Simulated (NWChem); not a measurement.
System: C3H5O2, doublet; SMILES CCO[C]=O

Excerpt of the output:

```
             Northwest Computational Chemistry Package (NWChem) 7.3.0
             --------------------------------------------------------

 C1  symmetry detected

                             Geometry "geometry" -> ""
                             -------------------------

 Output coordinates in angstroms (scale by  1.889725989 to convert to a.u.)

  No.       Tag          Charge          X              Y              Z
 ---- ---------------- ---------- -------------- -------------- --------------
    1 C                    6.0000    -0.69658576    -1.64835080     0.29006128
    2 C                    6.0000     0.37544924    -0.95207898    -0.52217405
    3 O                    8.0000     0.93343094     0.19346854     0.22998437
    4 C                    6.0000     0.30649332     1.30017545     0.27762153
    5 O                    8.0000    -0.71313739     1.73519783    -0.17566420
    6 H                    1.0000    -1.52438097    -0.96910782     0.48205244
    7 H                    1.0000    -0.29161908    -1.98790865     1.24033744
    8 H                    1.0000    -1.07083567    -2.50707838    -0.26163132
    9 H                    1.0000     1.23619587    -1.59529572    -0.70451613
   10 H                    1.0000    -0.02384928    -0.56841440    -1.46385627

 Effective nuclear repulsion energy (a.u.)     170.1734638239

                                Z-matrix (autoz)
                                --------

 Units are Angstrom for bonds and degrees for angles

      Type          Name      I     J     K     L     M      Value
      ----------- --------  ----- ----- ----- ----- ----- ----------
    1 Stretch                  1     2                       1.51452
    2 Stretch                  1     6                       1.08788
    3 Stretch                  1     7                       1.08735
    4 Stretch                  1     8                       1.08713
    5 Stretch                  2     3                       1.47965
    6 Stretch                  2     9                       1.08989
    7 Stretch                  2    10                       1.09243
    8 Stretch                  3     4                       1.27284
    9 Stretch                  4     5                       1.19765
   10 Bend                     1     2     3               110.50154
   11 Bend                     1     2     9               112.17426
   12 Bend                     1     2    10               111.40923
   13 Bend                     2     1     6               110.25601
   14 Bend                     2     1     7               110.40377
   15 Bend                     2     1     8               109.55198
   16 Bend                     2     3     4               120.42660
   17 Bend                     3     2     9               104.13067
   18 Bend                     3     2    10               107.70543
   19 Bend                     3     4     5               136.13668
   20 Bend                     6     1     7               108.91359
   21 Bend                     6     1     8               108.71160
   22 Bend                     7     1     8               108.96839
   23 Bend                     9     2    10               110.59245
   24 Torsion                  1     2     3     4         -79.55946
   25 Torsion                  2     3     4     5          -1.23469
   26 Torsion                  3     2     1     6          62.37813
   27 Torsion                  3     2     1     7         -58.01368
   28 Torsion                  3     2     1     8        -178.02217
   29 Torsion                  4     3     2     9         159.79981
   30 Torsion                  4     3     2    10          42.34186
   31 Torsion                  6     1     2     9         178.09061
   32 Torsion                  6     1     2    10         -57.31526
   33 Torsion                  7     1     2     9          57.69880
   34 Torsion                  7     1     2    10        -177.70708
   35 Torsion                  8     1     2     9         -62.30969
   36 Torsion                  8     1     2    10          62.28443

                           NWChem Geometry Optimization
                           ----------------------------

 maximum gradient threshold         (gmax) =   0.000015
 rms gradient threshold             (grms) =   0.000010
 maximum cartesian step threshold   (xmax) =   0.000060
 rms cartesian step threshold       (xrms) =   0.000040
 fixed trust radius                (trust) =   0.300000
 source of zmatrix                         =   autoz

          -------------------
          Energy Minimization
          -------------------

 Using diagonal initial Hessian
 Scaling for Hessian diagonals: bonds = 1.00  angles = 0.25  torsions = 0.10

          --------
          Step   0

                                 NWChem DFT Module
                                 -----------------

 Summary of "ao basis" -> "ao basis" (spherical)
 ------------------------------------------------------------------------------
       Tag                 Description            Shells   Functions and Types
 ---------------- ------------------------------  ------  ---------------------
 C                           6-31g*                  6       14   3s2p1d
 O                           6-31g*                  6       14   3s2p1d
 H                           6-31g*                  2        2   2s

            General Information
            -------------------
          SCF calculation type: DFT
          Wavefunction type:  spin polarized.
          No. of atoms     :    10
          No. of electrons :    39
           Alpha electrons :    20
            Beta electrons :    19
          Charge           :     0
          Spin multiplicity:     2
          Use of symmetry is: off; symmetry adaption is: off
          Maximum number of iterations: 150
          AO basis - number of functions:    80
                     number of shells:    40
          Convergence on energy requested:  1.00D-06
          Convergence on density requested:  1.00D-05
          Convergence on gradient requested:  5.00D-04

              XC Information
              --------------
                         B3LYP Method XC Potential
                     Hartree-Fock (Exact) Exchange  0.200
                        Slater Exchange Functional  0.800 local
                    Becke 1988 Exchange Functional  0.720 non-local
              Lee-Yang-Parr Correlation Functional  0.810
                  VWN I RPA Correlation Functional  0.190 local

[...]

      ----------------------
      Optimization converged
      ----------------------

  Step       Energy      Delta E   Gmax     Grms     Xrms     Xmax
  ---- ---------------- -------- -------- -------- -------- --------
@   35    -267.71207912 -2.2D-09  0.00000  0.00000  0.00001  0.00003
                                     ok       ok       ok       ok

                                Z-matrix (autoz)
                                --------

 Units are Angstrom for bonds and degrees for angles

      Type          Name      I     J     K     L     M      Value     Gradient
      ----------- --------  ----- ----- ----- ----- ----- ---------- ----------
    1 Stretch                  1     2                       1.51751    0.00000
    2 Stretch                  1     6                       1.09397    0.00000
    3 Stretch                  1     7                       1.09447    0.00000
    4 Stretch                  1     8                       1.09639   -0.00000
    5 Stretch                  2     3                       1.47601   -0.00000
    6 Stretch                  2     9                       1.09143   -0.00000
    7 Stretch                  2    10                       1.09305    0.00000
    8 Stretch                  3     4                       1.31879   -0.00000
    9 Stretch                  4     5                       1.19771    0.00000
   10 Bend                     1     2     3               110.91894   -0.00000
   11 Bend                     1     2     9               112.25140   -0.00000
   12 Bend                     1     2    10               112.10295    0.00000
   13 Bend                     2     1     6               110.85392    0.00000
   14 Bend                     2     1     7               110.87214   -0.00000
   15 Bend                     2     1     8               109.59277    0.00000
   16 Bend                     2     3     4               116.71598   -0.00000
   17 Bend                     3     2     9               103.66031    0.00000
   18 Bend                     3     2    10               107.76723   -0.00000
   19 Bend                     3     4     5               130.72978   -0.00000
   20 Bend                     6     1     7               108.94636   -0.00000
   21 Bend                     6     1     8               108.15491    0.00000
   22 Bend                     7     1     8               108.34323    0.00000
   23 Bend                     9     2    10               109.72688   -0.00000
   24 Torsion                  1     2     3     4         -82.75080   -0.00000
   25 Torsion                  2     3     4     5          -0.75371   -0.00000
   26 Torsion                  3     2     1     6          64.26592   -0.00000
   27 Torsion                  3     2     1     7         -56.87201   -0.00000
   28 Torsion                  3     2     1     8        -176.42536   -0.00000
   29 Torsion                  4     3     2     9         156.57917   -0.00000
   30 Torsion                  4     3     2    10          40.30681   -0.00000
   31 Torsion                  6     1     2     9         179.70575   -0.00000
   32 Torsion                  6     1     2    10         -56.25356   -0.00000
   33 Torsion                  7     1     2     9          58.56781   -0.00000
   34 Torsion                  7     1     2    10        -177.39149   -0.00000
   35 Torsion                  8     1     2     9         -60.98554   -0.00000
   36 Torsion                  8     1     2    10          63.05516   -0.00000

                         Geometry "geometry" -> "geometry"
                         ---------------------------------

 Output coordinates in angstroms (scale by  1.889725989 to convert to a.u.)

  No.       Tag          Charge          X              Y              Z
 ---- ---------------- ---------- -------------- -------------- --------------
    1 C                    6.0000    -0.69808409    -1.64189391     0.29861310
    2 C                    6.0000     0.37051499    -0.92751934    -0.50798880
    3 O                    8.0000     0.96855584     0.17535025     0.26958641
    4 C                    6.0000     0.31261940     1.31942172     0.27681202
    5 O                    8.0000    -0.70887002     1.63800939    -0.26131023
    6 H                    1.0000    -1.53530913    -0.97196800     0.51544346
    7 H                    1.0000    -0.28916768    -2.01653811     1.24216826
    8 H                    1.0000    -1.08218539    -2.49453511    -0.27370437
    9 H                    1.0000     1.22016653    -1.57458101    -0.73298839
   10 H                    1.0000    -0.02707924    -0.50513882    -1.43441638

 Effective nuclear repulsion energy (a.u.)     170.1696332194

                Final and change from initial internal coordinates
                --------------------------------------------------

                                Z-matrix (autoz)
                                --------

 Units are Angstrom for bonds and degrees for angles

      Type          Name      I     J     K     L     M      Value       Change
      ----------- --------  ----- ----- ----- ----- ----- ---------- ----------
    1 Stretch                  1     2                       1.51751    0.00299
    2 Stretch                  1     6                       1.09397    0.00609
    3 Stretch                  1     7                       1.09447    0.00712
    4 Stretch                  1     8                       1.09639    0.00927
    5 Stretch                  2     3                       1.47601   -0.00364
    6 Stretch                  2     9                       1.09143    0.00154
    7 Stretch                  2    10                       1.09305    0.00062
    8 Stretch                  3     4                       1.31879    0.04595
    9 Stretch                  4     5                       1.19771    0.00006
   10 Bend                     1     2     3               110.91894    0.41740
   11 Bend                     1     2     9               112.25140    0.07714
   12 Bend                     1     2    10               112.10295    0.69372
   13 Bend                     2     1     6               110.85392    0.59791
   14 Bend                     2     1     7               110.87214    0.46837
   15 Bend                     2     1     8               109.59277    0.04080
   16 Bend                     2     3     4               116.71598   -3.71062
   17 Bend                     3     2     9               103.66031   -0.47036
   18 Bend                     3     2    10               107.76723    0.06180
   19 Bend                     3     4     5               130.72978   -5.40690
   20 Bend                     6     1     7               108.94636    0.03277
   21 Bend                     6     1     8               108.15491   -0.55669
   22 Bend                     7     1     8               108.34323   -0.62515
   23 Bend                     9     2    10               109.72688   -0.86557
   24 Torsion                  1     2     3     4         -82.75080   -3.19133
   25 Torsion                  2     3     4     5          -0.75371    0.48098
   26 Torsion                  3     2     1     6          64.26592    1.88779
   27 Torsion                  3     2     1     7         -56.87201    1.14167
   28 Torsion                  3     2     1     8        -176.42536    1.59681
   29 Torsion                  4     3     2     9         156.57917   -3.22064
   30 Torsion                  4     3     2    10          40.30681   -2.03504
   31 Torsion                  6     1     2     9         179.70575    1.61514
   32 Torsion                  6     1     2    10         -56.25356    1.06171
   33 Torsion                  7     1     2     9          58.56781    0.86902
   34 Torsion                  7     1     2    10        -177.39149    0.31559
   35 Torsion                  8     1     2     9         -60.98554    1.32415
   36 Torsion                  8     1     2    10          63.05516    0.77073

 ==============================================================================
                                internuclear distances
 ------------------------------------------------------------------------------
       center one      |      center two      | atomic units |  angstroms
 ------------------------------------------------------------------------------
    2 C                |   1 C                |     2.86768  |     1.51751
    3 O                |   2 C                |     2.78925  |     1.47601
    4 C                |   3 O                |     2.49215  |     1.31879
    5 O                |   4 C                |     2.26335  |     1.19771
    6 H                |   1 C                |     2.06730  |     1.09397
    7 H                |   1 C                |     2.06825  |     1.09447
    8 H                |   1 C                |     2.07188  |     1.09639
    9 H                |   2 C                |     2.06251  |     1.09143
   10 H                |   2 C                |     2.06556  |     1.09305
 ------------------------------------------------------------------------------
                         number of included internuclear distances:          9
 ==============================================================================
```

Level: B3LYP/6-31G* (spherical d), spin-unrestricted. No stability test was run on the SCF state.

**Question.** Reconstruct the input file.

**Answer.** Several could match; the one computed here: the input that was run:
```
start job
memory heap 200 mb stack 900 mb global 1100 mb
geometry units angstroms
  C     -1.898942    -0.198028     0.139075
  C     -0.626293    -0.831840     0.661020
  O      0.435576     0.187301     0.813174
  C      1.096245     0.585946    -0.199110
  O      1.118869     0.333312    -1.369590
  H     -1.730856     0.226241    -0.848457
  H     -2.232257     0.590563     0.809409
  H     -2.677989    -0.952777     0.066408
  H     -0.750773    -1.238282     1.664599
  H     -0.254431    -1.599804    -0.021148
end
basis spherical
  C library 6-31g*
  O library 6-31g*
  H library 6-31g*
end
dft
  odft
  mult 2
  xc b3lyp
  iterations 150
end
driver
  maxiter 150
  tight
end
task dft optimize
```
